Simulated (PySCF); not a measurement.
Vertical excitations of a molecule C4H6BF from TDDFT-LC-ωPBE/def2-SVPD (PySCF 2.14.0), as energy in eV (oscillator strength): 4.58 (0.000), 5.87 (0.068), 6.28 (0.000), 7.08 (0.000), 7.29 (0.003), 7.98 (0.090), 8.26 (0.073), 8.60 (0.721), 8.86 (0.061), 8.89 (0.019). Lowest triplet (TDA): 4.18 eV. Geometry: PBE0-D3(BJ)/def2-SVP. The values are those of a single conformer.

**Question.** Which structure fits?
(A) CC1=CB(F)C1
(B) C#CB(C)CF
(C) C=C=CB(C)F
(D) C=C1CB(F)C1

**Answer.** B, C#CB(C)CF
